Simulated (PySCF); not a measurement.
A calculated (PBE, PySCF 2.14, aug-cc-pVTZ-DK, the spin-free X2C one-electron Hamiltonian (Gaussian nucleus)) atom or ion has these occupied shells.

```csv
shell,electrons,orbital energy (eV),"rms radius, mean of both spins (bohr)"
1s α,1,-9559.1,0.0580
1s β,1,-9559.1,0.0580
2s α,1,-1200.5,0.245
2s β,1,-1199.8,0.245
2p α,3,-1046.4,0.219
2p β,3,-1045.8,0.219
3s α,1,-171.62,0.728
3s β,1,-170.24,0.728
3p α,3,-125.62,0.767
3p β,3,-124.28,0.767
3d α,5,-51.297,0.927
3d β,4,-50.103,0.927
```

Q: Name the element and its charge.

A: Zn³⁺ (zinc, charge +3), in [Ar] 3d9, 2D determinant.
